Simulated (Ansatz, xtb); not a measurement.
Two isomers of C7H4OS

Structure a: `C#Cc1sccc1C=O`, a singlet. Structure b: `C#Cc1ccc(C=O)s1`, a singlet. Both are isolated molecules in the gas phase, relaxed with B3LYP/def2-SVP; the shapes shown needn't be the lowest conformers.

a (Å):

```json
{"atom": "C", "x (Å)": "-4.7327", "y (Å)": "-1.7072", "z (Å)": "0.9879"}
{"atom": "C", "x (Å)": "-3.5444", "y (Å)": "-1.4605", "z (Å)": "0.9199"}
{"atom": "C", "x (Å)": "-2.1621", "y (Å)": "-1.1636", "z (Å)": "0.8651"}
{"atom": "C", "x (Å)": "0.1607", "y (Å)": "-0.4127", "z (Å)": "1.3909"}
{"atom": "C", "x (Å)": "0.0630", "y (Å)": "-0.9496", "z (Å)": "0.1364"}
{"atom": "C", "x (Å)": "-1.2617", "y (Å)": "-1.3832", "z (Å)": "-0.1788"}
{"atom": "C", "x (Å)": "-1.6284", "y (Å)": "-1.9953", "z (Å)": "-1.4703"}
{"atom": "O", "x (Å)": "-0.8398", "y (Å)": "-2.1829", "z (Å)": "-2.3710"}
{"atom": "S", "x (Å)": "-1.3581", "y (Å)": "-0.4216", "z (Å)": "2.2238"}
{"atom": "H", "x (Å)": "-5.7826", "y (Å)": "-1.9279", "z (Å)": "1.0419"}
{"atom": "H", "x (Å)": "1.0439", "y (Å)": "-0.0061", "z (Å)": "1.8826"}
{"atom": "H", "x (Å)": "0.8907", "y (Å)": "-1.0477", "z (Å)": "-0.5664"}
{"atom": "H", "x (Å)": "-2.7042", "y (Å)": "-2.2818", "z (Å)": "-1.5693"}
```

b (Å):

```yaml
atoms:
  - { symbol: C, position_ang: [-5.2294, -1.4738, 1.3881] }
  - { symbol: C, position_ang: [-4.0676, -1.4569, 1.0321] }
  - { symbol: C, position_ang: [-2.7153, -1.4287, 0.6142] }
  - { symbol: C, position_ang: [-1.7917, -2.4682, 0.6517] }
  - { symbol: C, position_ang: [-0.5260, -2.0887, 0.1524] }
  - { symbol: C, position_ang: [-0.4817, -0.7680, -0.2642] }
  - { symbol: C, position_ang: [0.6598, -0.0477, -0.8299] }
  - { symbol: O, position_ang: [0.6444, 1.1124, -1.1789] }
  - { symbol: S, position_ang: [-2.0119, 0.0270, -0.0435] }
  - { symbol: H, position_ang: [-6.2557, -1.4937, 1.7042] }
  - { symbol: H, position_ang: [-2.0406, -3.4598, 1.0298] }
  - { symbol: H, position_ang: [0.3370, -2.7549, 0.0943] }
  - { symbol: H, position_ang: [1.5837, -0.6761, -0.9183] }
```

Energies in hartree; the thermal terms are from GFN2-xTB frequencies at re-optimised GFN2-xTB minima (ideal gas, soft modes damped towards free rotors, one conformer each, 298.15 K, 1 atm) and include the zero-point energy:

```
                              a           b
E, CCSD(T)/def2-SVP  −740.620019  −740.620189
    E, MP2/def2-SVP  −740.526710  −740.527590
  E, MP2/def2-TZVPP  −741.328883  −741.330024
  zero-point energy     0.082230     0.082192
       H(298 K) − E     0.091724     0.091712
       G(298 K) − E     0.048488     0.048397
```

Q: Correct the CCSD(T) difference for the basis set by the MP2 change, then work out ΔE, ΔE₀, ΔH and ΔG for a → b in kcal/mol (1 Eh = 627.51 kcal/mol) and the equilibrium ratio [b]/[a].

A: 1. Differences b − a: CCSD(T) −0.000170, MP2 in the small set −0.000880, MP2 in the large set −0.001141 Eh.
2. ΔE = −0.000170 + (−0.001141 − (−0.000880)) = −0.000431 Eh = −0.27 kcal/mol.
3. ΔE₀ = ΔE + ΔZPE = −0.000431 + (−0.000038) Eh = −0.29 kcal/mol.
4. ΔH = ΔE + (−0.000012) Eh = −0.28 kcal/mol.
5. ΔG = ΔE + (−0.000091) Eh = −0.33 kcal/mol, so ΔS = (ΔH − ΔG)/T = +0.7 J/(mol K).
6. kT = 0.9442 mEh, so K = [b]/[a] = exp(−ΔG/kT) = exp(+0.55) ≈ 1.7.

The two are too close for this level to say which is favoured. An error of 1 kcal/mol in ΔG would change K by a factor of 5.4. Mirror images and further conformers aren't counted.

As drawn, both hold the same kinds of bond in the same numbers.

Other levels gave ΔE = −0.1 (GFN2-xTB); +0.9 (HF/STO-3G, GFN2-xTB geometries); −1.2 (r2SCAN-D4/def2-SVP, GFN2-xTB geometries); −0.9 (B3LYP/def2-SVP); 0.0 (HF/def2-SVP); −0.6 (MP2/def2-SVP); −0.1 (CCSD(T)/def2-SVP) kcal/mol. The correlated steps freeze 13 core orbitals. Programs: Ansatz 0.2.0, xtb 6.7.1.
